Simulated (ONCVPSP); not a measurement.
# Scattering properties, ONCV potential for Au

* Element: gold (Au)
* Generator: ONCVPSP 4.0.1
* Type: optimised norm-conserving Vanderbilt (ONCV)
* Functional: PBE
* Relativity: scalar-relativistic
* Frozen core: [Xe] 4f14
* Valence charge: 11
* Reference configuration: 5d10 6s0.5 (charge +0.5)
* Partial waves: 6s: rc 2.30 bohr, ncon 4, nbas 8, qcut 2.8 1/bohr, 2 projectors, debl 3.1 Ha; p scattering state at 0.12 Ha: rc 2.30 bohr, ncon 4, nbas 7, qcut 3.4 1/bohr, 1 projector; 5d: rc 1.85 bohr, ncon 4, nbas 8, qcut 10.1 1/bohr, 1 projector
* Local potential: polynomial inside 1.30 bohr (lpopt 5, dvloc0 2 Ha)
* Core correction: Teter function, fcfact 4.75, rcfact 1.7

In the p channel the program set the typed energies aside and used 0.050 Ha.

The phase is arctan(r·R′/R) of the radial function R(r), unwrapped; energies in Ha, scanned from -2 to 5 Ha. A pole is an energy at which the radial function vanishes at the test radius. The pseudo phase is shifted by a multiple of π to meet the all-electron one at the reference energy, and phase errors are pseudo minus all-electron; the curves can meet again beyond the range given. Levels narrower than the energy grid can be missing from the lists of poles.

Q: For each channel, where are the poles, and over which energies does the pseudopotential scatter like the atom?

A:

```
channel  radius (bohr)  reference energy (Ha)  poles, all-electron  poles, pseudo  unbroken range about the reference energy with phases within 0.05 rad  phase error 1 Ha above the reference energy (rad)
      s           2.34                  -0.34                 1.18    -1.88, 1.18                                                            -1.8 to 3.5                                             -0.001
      p           2.34                   0.05                 2.24    -1.57, 1.83                                                            -1.4 to 1.8                                             -0.023
      d           1.87                  -0.40                 0.42           0.41                                                              below 2.2                                             -0.002
```

Note: ghosts flagged at negative energy: s at -51.5 eV, p at -43.2 eV; no localised positive-energy state flagged. A true bound ghost makes a file unfit for plane-wave use.

Phases in the p channel:

```csv
E (Ha),all-electron,pseudo
-1.98,1.340,4.377
-1.80,1.301,4.322
-1.62,1.267,3.521
-1.44,1.231,1.278
-1.26,1.189,1.197
-1.08,1.137,1.134
-0.90,1.069,1.062
-0.72,0.974,0.965
-0.54,0.835,0.825
-0.36,0.620,0.611
-0.18,0.282,0.277
0.00,-0.173,-0.173
0.18,-0.604,-0.606
0.36,-0.905,-0.911
0.54,-1.095,-1.107
0.72,-1.220,-1.235
0.90,-1.306,-1.325
1.08,-1.369,-1.392
1.26,-1.417,-1.445
1.44,-1.455,-1.490
1.62,-1.487,-1.528
1.80,-1.515,-1.565
1.98,-1.539,-1.601
2.16,-1.561,-1.639
2.34,-1.582,-1.684
2.52,-1.602,-1.741
2.70,-1.622,-1.822
2.88,-1.642,-1.958
3.06,-1.664,-2.245
3.24,-1.688,-2.968
3.42,-1.715,-3.841
3.60,-1.748,-4.217
3.78,-1.788,-4.380
3.96,-1.842,-4.468
4.14,-1.917,-4.525
4.32,-2.033,-4.564
4.50,-2.232,-4.594
4.68,-2.614,-4.618
4.86,-3.248,-4.637
```
